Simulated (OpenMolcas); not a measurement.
What dynamic correlation does to the levels of Te V

| Item | Value |
| --- | --- |
| Program | OpenMolcas 26.06 |
| Basis | ANO-RCC-VTZP [7s6p4d2f1g] |
| Scalar Hamiltonian | DKH2, point nucleus |
| Active space | 2 electrons in 8 orbitals (5s 5p 6s 6p) |
| State averaging | 2S+1 = 3 even, 3 roots; 2S+1 = 1 even, 7 roots; 2S+1 = 3 odd, 3 roots; 2S+1 = 1 odd, 3 roots |
| Spin-orbit coupling | state interaction with AMFI integrals over the reference wave functions, term energies averaged over their components |

Methods on the same reference wave functions:
A. CASSCF
B. SS-CASPT2, IPEA 0.25 Eh, imaginary shift 0.1 Eh (closed shells correlated: 4d)
C. MS-CASPT2, IPEA 0.25 Eh, imaginary shift 0.1 Eh (closed shells correlated: 4d)

Energies in cm⁻¹ above 5s² ¹S₀, the measured ground level; measured values from Moore, Atomic Energy Levels, vol. III, NSRDS-NBS 35 (1971 reprint of NBS Circular 467, 1958).

```
     Level       A       B       C  Measured
   5s² ¹S₀     0.0     0.0     0.0       0.0
5s 5p ³P°₀   70894   74350   74840          
5s 5p ³P°₁   73786   77060   77550          
5s 5p ³P°₂   80791   84250   84740          
5s 5p ¹P°₁  119421  108910  109400    111707
   5p² ³P₀  174403  175340  175810    176248
   5p² ³P₁  179313  180710  181200    182419
   5p² ¹S₀  218759  211270  212260
```

Deviations, from unrounded energies. A percentage is the sum of absolute deviations over the sum of measured energies, with the sign that they share, or ± where signs differ.

| Against measurement | Levels | A | B | C |
| --- | --- | --- | --- | --- |
| mean absolute deviation (cm-1) | 3 | 4200 | 1800 | 1300 |
| other configurations (%) | 3 | ±2.7 | -1.2 | -0.8 |

C lies closest to measurement on these levels and A furthest from it. The largest miss of C in the table is 5s 5p ¹P°₁, by -2300 cm-1. The ranking rests on the paired levels alone, and a cruder setting can come out closer through cancelling errors.

Between B and C the level of the table that moves most is 5p² ¹S₀, by 1000 cm-1 (lowest in B, highest in C). Moves below CASPT2's spread within the term are not significant.

The lowest spin-free term lies below A's lowest term by 0.409 hartree in B, 0.411 hartree in C.

Over all roots computed the reference weight is 0.88 to 0.95 in B, 0.88 to 0.95 in C; the roots of lowest weight are the least certain, and an intruder state may touch them. Active for correlation alone: 6p 6s; no level in the range computed is led by a configuration that fills them, so any true level of that kind is missing. The ¹D term of p² mixes with s d, which this space lacks. Measured partners are found by configuration, term and J. A level has none where our copy of the source lacks it or the pairing is in doubt (some pairs that miss far off the trend of their configuration count as doubtful), and it then counts in no deviation. Levels of configurations outside the active space are missing. Levels that lie high or do not pair safely by name in every column are left out.

° marks odd parity.
